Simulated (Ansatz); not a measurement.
`O[B](F)[GeH3]` + H–F → `[F][GeH3]` + `OBF` at 600 K and 1 bar (cleavage of the Ge–B bond).

Calculated with Ansatz (gas phase, PBE0-D4/def2-TZVP geometries, no zero-point term in ΔE). CBS: MP2 limit from def2 TZ/QZ plus the TZ coupled-cluster correction, frozen cores. This one scheme is used for every species. For Ge outer-core shells are correlated without core-valence functions, which leaves a few kJ/mol of doubt a bond. Scalar relativity is left out up to krypton. One conformer a species, not always the lowest.

| species | CCSD(T)/CBS energy (Eh) | H − E (kJ/mol) | S (J/(mol·K)) |
| --- | --- | --- | --- |
| `O[B](F)[GeH3]` | -2278.38102 | 170.3 | 405.8 |
| H–F | -100.39570 | 42.3 | 194.0 |
| `[F][GeH3]` | -2177.72589 | 97.6 | 296.3 |
| `OBF` | -201.07426 | 109.4 | 294.7 |

H − E and S are ideal-gas, rigid-rotor, harmonic terms from PBE0-D4/def2-TZVP, for one conformer and one mirror image of each species. 1 Eh = 2625.50 kJ/mol, R = 8.31446 J/(mol·K).

**Question.** By hand: ΔE, ΔH, ΔS and ΔG.

**Answer.** ΔE = (-2177.72589) + (-201.07426) − (-2278.38102) − (-100.39570) = -0.02343 Eh = -61.5 kJ/mol. Δ(H − E) = 97.6 + 109.4 − 170.3 − 42.3 = -5.6, so ΔH = -67.1 kJ/mol. ΔS = 296.3 + 294.7 − 405.8 − 194.0 = -8.8 J/(mol·K). ΔG = -67.1 − 600 × (-8.8)/1000 = -61.8 kJ/mol.

**Question.** By hand: the equilibrium constant, and the temperature at which ΔG would vanish if ΔH and ΔS stayed fixed.

**Answer.** log₁₀ K = −ΔG/(RT ln 10) = 5.4. ΔG = 0 at ΔH/ΔS = 7625 K, far beyond where these terms or the molecules hold.

The number of gas molecules stays the same, so ΔS is small and ΔH decides. A doubt of 5 kJ/mol in ΔE shifts log₁₀ K by 0.4 here. Other conformers and mirror images would add mixing entropy, several J/(mol·K) or more a flexible species. These are equilibria of isolated gas molecules and say nothing of rates. Largest T1 diagnostic: 0.013 (customary marks: 0.02 for closed shells, 0.045 for open ones).
